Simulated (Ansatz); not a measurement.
`FC(F)(F)c1ccc(-c2ccc(-c3ccc(C(F)(F)F)cc3)cc2)cc1`, relaxed as a singlet with RKS r2SCAN-D4/def2-SVP in Ansatz, starting from the GFN2-xTB geometry. Force threshold 0.03 eV/Å.

Single mean-field runs in def2-SVP are fitted with def2-universal-jkfit.

Start:

```xyz
38

F     3.252   -1.775    6.840
C     3.421   -2.535    5.745
F     4.744   -2.676    5.581
F     2.951   -3.758    6.068
C     2.729   -1.972    4.538
C     3.328   -2.036    3.287
C     2.654   -1.547    2.185
C     1.377   -1.004    2.311
C     0.665   -0.493    1.131
C     1.339    0.268    0.178
C     0.676    0.764   -0.925
C    -0.676    0.492   -1.126
C    -1.369    1.009   -2.314
C    -2.251    0.200   -3.028
C    -2.904    0.683   -4.145
C    -2.683    1.992   -4.556
C    -3.447    2.519   -5.736
F    -2.898    3.615   -6.280
F    -4.710    2.858   -5.402
F    -3.557    1.617   -6.726
C    -1.807    2.811   -3.857
C    -1.151    2.316   -2.747
C    -1.348   -0.279   -0.179
C    -0.691   -0.754    0.939
C     0.791   -0.948    3.575
C     1.460   -1.425    4.684
H     4.313   -2.464    3.182
H     3.114   -1.608    1.210
H     2.386    0.490    0.318
H     1.213    1.350   -1.656
H    -2.410   -0.821   -2.716
H    -3.579    0.052   -4.703
H    -1.641    3.827   -4.184
H    -0.481    2.957   -2.196
H    -2.400   -0.488   -0.310
H    -1.225   -1.354    1.661
H    -0.189   -0.509    3.690
H     1.007   -1.373    5.662
```

```tsv
step	energy (eV)	largest force component (eV/Å)	SCF passes
1	-37191.8324	0.676	18
2	-37191.9654	0.175	21
3	-37191.9809	0.052	19
4	-37191.9832	0.022	20
5	-37191.9848	0.053	19
6	-37191.9858	0.028	21
```

Force components are those of the run's own axes.

End:

| atom | x (Å) | y (Å) | z (Å) |
| --- | --- | --- | --- |
| F1 | 3.2023 | -1.8155 | 6.8995 |
| C2 | 3.4382 | -2.5675 | 5.8075 |
| F3 | 4.7702 | -2.6441 | 5.6467 |
| F4 | 3.0007 | -3.8096 | 6.0935 |
| C5 | 2.7523 | -2.0063 | 4.5948 |
| C6 | 3.4084 | -1.9448 | 3.3608 |
| C7 | 2.7384 | -1.4513 | 2.2414 |
| C8 | 1.4026 | -1.0152 | 2.3290 |
| C9 | 0.6937 | -0.4938 | 1.1395 |
| C10 | 1.3656 | 0.2789 | 0.1737 |
| C11 | 0.6958 | 0.7748 | -0.9425 |
| C12 | -0.6707 | 0.5063 | -1.1477 |
| C13 | -1.3811 | 1.0267 | -2.3367 |
| C14 | -2.3754 | 0.2596 | -2.9773 |
| C15 | -3.0426 | 0.7453 | -4.0989 |
| C16 | -2.7325 | 2.0159 | -4.6024 |
| C17 | -3.4930 | 2.5384 | -5.7876 |
| F18 | -2.8877 | 3.5977 | -6.3512 |
| F19 | -4.7369 | 2.9278 | -5.4457 |
| F20 | -3.6326 | 1.5954 | -6.7387 |
| C21 | -1.7494 | 2.7921 | -3.9796 |
| C22 | -1.0803 | 2.2987 | -2.8598 |
| C23 | -1.3408 | -0.2725 | -0.1856 |
| C24 | -0.6745 | -0.7560 | 0.9381 |
| C25 | 0.7583 | -1.0851 | 3.5808 |
| C26 | 1.4242 | -1.5721 | 4.7026 |
| H27 | 4.4430 | -2.2880 | 3.2774 |
| H28 | 3.2502 | -1.4311 | 1.2744 |
| H29 | 2.4246 | 0.5152 | 0.3141 |
| H30 | 1.2471 | 1.3608 | -1.6840 |
| H31 | -2.6025 | -0.7456 | -2.6096 |
| H32 | -3.7984 | 0.1321 | -4.5990 |
| H33 | -1.5115 | 3.7848 | -4.3712 |
| H34 | -0.3313 | 2.9228 | -2.3629 |
| H35 | -2.4079 | -0.4803 | -0.3087 |
| H36 | -1.2176 | -1.3711 | 1.6618 |
| H37 | -0.2683 | -0.7200 | 3.6809 |
| H38 | 0.9193 | -1.6035 | 5.6729 |

By distances, no bond broke or formed. The bond that changes most is C8–C25, from 1.39 to 1.41 Å (atoms count from 1).

The force fell under the threshold at step 4, but the optimiser went on and released 0.003 eV more. No frequencies were taken in this run, so the end may be a saddle point.

Run time 37 s (2 threads of AMD EPYC 7R13 on a shared host and a share (18 GiB) of an NVIDIA H100 80GB HBM3).
